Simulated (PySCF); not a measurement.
SMILES [SiH2]([Si](F)(F)F)CCl (CH₄ClF₃Si₂) at its GFN2-xTB optimised geometry (Å):

```
11

F      0.6742    -2.0333    -1.2602
Si     0.9994    -1.1214     0.0000
F      0.6720    -2.0885     1.2190
F      2.5914    -1.1214     0.0000
Si     0.1196     0.9852     0.0000
C     -1.3218     1.1017     1.2517
Cl    -2.5914    -0.0396     0.7040
H     -0.4117     1.3441    -1.3194
H      1.1258     1.9802     0.4051
H     -1.0563     0.8140     2.2668
H     -1.7760     2.0885     1.2819
```

Method: PBE0/def2-TZVP (PySCF 2.14.0). Cells within 0.4 Å of a nucleus heavier than hydrogen are left out (blank, or x).

Map of the electrostatic potential (hartree/e), clipped to [-0.08, 0.12] on the plane z = 0.0 Å:

```
|2222222233333333322222222222222|
|2222222333333333333222222222222|
|2222223333333333333322222222222|
|2222233333333333333332222222222|
|2222233333334433333333222222222|
|2222233334444444433333222222222|
|2222233344444555444433322222222|
|2222233344455677667754322222222|
|2222223344557999999984332222222|
|2222223345579999999995332222222|
|1111122345689999999995332222222|
|111112245679999x999985332222222|
|111112578899999xx99985432221111|
|111125999999999xx99996432111111|
|1112499999999999999997421111111|
|1123699999989999999999531000111|
|1123799999968999999999995100011|
|1223599999546999999999999500001|
|12234689743359999xxx99xx9910001|
|12223343222358999xxx99xx9910001|
|1122222211124699999999999300001|
|1111211111123489999999862000001|
|1111111111112347999997310000001|
|1111111111111123467653210000011|
|1111111111111111122322110000111|
|1111111111111100111111110001111|
|1111111111111000000111111111111|
|1111111111111100000011111111111|
|1111111111111100000111111111111|
|1111111111111111111111111111111|
|1111111111111111111111111111111|
```
Scale: ten equal steps from -0.032 (start of '0') to 0.120 (end of '9'), in the order '0123456789'; x runs from -5.00 to 5.00, y from -5.00 (bottom) to 5.00 (top).
